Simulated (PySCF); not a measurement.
Here is a computed GFN2-xTB geometry (Å):
```
atom  x, y, z in Å
C1    -3.0623    0.4656    1.0807
C2    -1.9979    0.9644    0.1167
P3    -1.2245   -0.4889   -0.7213
O4    -2.1941   -1.3216   -1.4429
C5    -0.2702   -1.3591    0.5418
C6     0.9816   -1.0243    0.8153
C7     1.7118    0.1355    0.1986
C8     3.2257   -0.0541    0.3225
C9     1.3247    0.3797   -1.2331
C10    0.1118    0.1898   -1.7301
H11   -3.7460   -0.1984    0.5546
H12   -3.6304    1.2942    1.4999
H13   -2.6051   -0.0923    1.8965
H14   -2.4480    1.5696   -0.6751
H15   -1.2409    1.5603    0.6262
H16   -0.7462   -2.2238    0.9838
H17    1.5544   -1.5948    1.5361
H18    1.4371    1.0356    0.7690
H19    3.5120   -0.1721    1.3650
H20    3.5395   -0.9402   -0.2255
H21    3.7544    0.8067   -0.0807
H22    2.1241    0.7431   -1.8671
H23   -0.1164    0.3520   -2.7748
```

Neutral, closed shell.

Problem. Which heavy atoms are bonded, and with what formal order?

Solution. C1–C2 1.52 Å (single); C2–P3 1.85 Å (single); P3–O4 1.47 Å (double); P3–C5 1.81 Å (single); C5–C6 1.32 Å (double); C6–C7 1.50 Å (single); C7–C8 1.53 Å (single); C7–C9 1.50 Å (single); C9–C10 1.32 Å (double); P3–C10 1.81 Å (single). Bonds to hydrogen (Å): C1–H11 1.09; C1–H12 1.09; C1–H13 1.09; C2–H14 1.09; C2–H15 1.09; C5–H16 1.08; C6–H17 1.08; C7–H18 1.10; C8–H19 1.09; C8–H20 1.09; C8–H21 1.09; C9–H22 1.08; C10–H23 1.08. The orders are those of one drawing; other resonance forms can be drawn.

Problem. Write the SMILES.

Solution. `CC[P@]1(=O)C=C[C@@H](C)C=C1`, C8H13OP. Among its features: C=C double bond, phosphine oxide and P=O bond.

Problem. What is the point group of this geometry?

Solution. C1 (no symmetry element, even within 0.4 Å).

Problem. Which rings does it hold (smallest set)?

Solution. P3–C5–C6–C7–C9–C10 (6 members, 0.18 Å rms from planarity).

Problem. Classify the heavy atoms.

Solution. C1: methyl carbon; C2: sp3 carbon bound to phosphorus; P3: phosphoryl phosphorus; O4: phosphoryl oxygen; C5/C10: alkene CH carbon; C6/C9: alkene CH carbon; C7: allylic carbon; C8: methyl carbon.

Problem. What is the arrangement about C8?

Solution. It has 4 neighbours (C7, H19, H20, H21) and is tetrahedral (angles from 108.3° to 110.7°).

Problem. What is the arrangement about C7?

Solution. It has 4 neighbours (C6, C8, C9, H18) and is distorted tetrahedral (angles from 107.3° to 113.0°).
